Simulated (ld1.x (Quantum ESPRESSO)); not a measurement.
# Logarithmic derivatives: As, RRKJ

As, norm-conserving RRKJ (Kleinman–Bylander form), made with ld1.x (Quantum ESPRESSO) 7.5 (LDA (PZ), scalar-relativistic). Core [Ne], reference 3s2 3p6 3d10 4s2 4p2 (charge +1). Waves: 3s (bound): rc 0.80 bohr; 3d (bound): rc 1.10 bohr; 3p (bound): rc 0.90 bohr. Local part: the p channel. Core correction: a·sin(br)/r model core inside 0.55 bohr. rho0 = 0.01.

Occupied shells without a wave of their own: 4p, 4s. They enter only through the test configuration that unscreens the potential, and ld1.x also counts them in the model core charge.

The phase is arctan(r·u′/u) with u = r·R(r), unwrapped; energies in Ry, scanned from -17 to 5 Ry. A pole is an energy at which the radial function vanishes at the test radius. The pseudo phase is shifted by a multiple of π to meet the all-electron one at the reference energy, and phase errors are pseudo minus all-electron; the curves can meet again beyond the range given. Levels narrower than the energy grid can be missing from the lists of poles.

| channel | radius (bohr) | reference energy (Ry) | poles, all-electron | poles, pseudo | unbroken range about the reference energy with phases within 0.05 rad | phase error 1 Ry above the reference energy (rad) |
| --- | --- | --- | --- | --- | --- | --- |
| s | 1.20 | -14.65 | -13.98 | -13.98 | below 0.6 | -0.000 |
| p | 1.20 | -10.53 | -9.66 | -9.66 | below 2.4 | -0.000 |
| d | 1.20 | -3.72 | -2.49 | -2.46 | below 2.8 | +0.004 |

ld1.x takes every shell without a wave as core, so the model core holds the 4p, 4s electrons as well and exchange and correlation see them twice. This cancels in the reference configuration, but the file is broken for other ones, and its errors say nothing about a proper core correction.

Phases in the p channel:

```
E (Ry)  all-electron  pseudo
-17.00         1.312   1.312
-16.52         1.303   1.303
-16.04         1.293   1.293
-15.56         1.282   1.282
-15.08         1.268   1.268
-14.60         1.251   1.251
-14.12         1.230   1.230
-13.64         1.202   1.201
-13.16         1.162   1.161
-12.68         1.100   1.099
-12.20         0.989   0.988
-11.72         0.736   0.734
-11.24        -0.034  -0.036
-10.76        -1.044  -1.045
-10.28        -1.403  -1.403
 -9.80        -1.544  -1.544
 -9.32        -1.620  -1.620
 -8.84        -1.668  -1.668
 -8.36        -1.702  -1.702
 -7.88        -1.729  -1.729
 -7.40        -1.751  -1.752
 -6.92        -1.771  -1.772
 -6.44        -1.788  -1.790
 -5.96        -1.805  -1.807
 -5.48        -1.822  -1.823
 -5.00        -1.838  -1.840
 -4.52        -1.855  -1.857
 -4.04        -1.872  -1.875
 -3.56        -1.891  -1.894
 -3.08        -1.910  -1.914
 -2.60        -1.931  -1.936
 -2.12        -1.955  -1.960
 -1.64        -1.981  -1.987
 -1.16        -2.010  -2.018
 -0.68        -2.043  -2.053
 -0.20        -2.082  -2.094
  0.28        -2.127  -2.142
  0.76        -2.180  -2.200
  1.24        -2.245  -2.270
  1.72        -2.323  -2.356
  2.20        -2.419  -2.463
  2.68        -2.539  -2.597
  3.16        -2.686  -2.761
  3.64        -2.864  -2.958
  4.12        -3.070  -3.179
  4.60        -3.290  -3.405
```
